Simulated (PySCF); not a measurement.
# Two-component Hartree-Fock for Ga⁴⁺ (gallium, charge +4)

Start: [Ar] 3d9; 3d3/2 filled at m_j = -1/2, +1/2, +3/2; 3d5/2 filled at m_j = -5/2, -3/2, -1/2, +1/2, +3/2, +5/2. Calculated with PySCF 2.14 in x2c-TZVPPall-2c (6s7p4d1f, 54 functions): generalised Hartree-Fock with the X2C-1e Hamiltonian and a Gaussian nucleus; one run each with spin-orbit coupling (SO) screened by Boettger's factors, then bare. This is a chosen level, not necessarily the ground level.

```csv
spinor shell,electrons,"ε, screened SO (eV)","ε, bare SO (eV)",weight of nominal j (bare SO),"rms radius, bare SO (bohr)"
1s1/2,2,-10502.0,-10502.0,1.000,0.0560
2s1/2,2,-1402.0,-1402.0,1.000,0.235
2p1/2,2,-1242.3,-1243.7,1.000,0.208
2p3/2,4,-1215.0,-1214.4,1.000,0.212
3s1/2,2,-236.96,-236.96,1.000,0.693
3p1/2,2,-181.73,-181.88,0.881,0.719
3d3/2,3,-89.544,-90.347,0.686,0.820
3d5/2,6,-89.805,-89.392,0.843,0.825
```

(1) Where does 3p3/2 lie, and what is the 3p spin-orbit splitting (bare SO)?

```json
{"quantity": "E (hartree)", "screened SO": "-1937.96699", "bare SO": "-1937.97123"}
{"quantity": "M_J", "screened SO": "3/2", "bare SO": "3/2"}
{"quantity": "⟨J²⟩", "screened SO": "3.759", "bare SO": "3.755"}
{"quantity": "⟨L²⟩", "screened SO": "6.002", "bare SO": "6.003"}
{"quantity": "⟨S²⟩", "screened SO": "0.752", "bare SO": "0.752"}
```

Each row is a mean over spinors that exchange with the open shell spreads, by up to 7.672 eV (3p1/2).

Rows whose weight is well below 1 are mixtures of j = l ± 1/2: exchange outweighs spin-orbit coupling there, and the label is only the starting occupation.

Answers

(1) At -180.17 eV, 1.710 eV above 3p1/2.
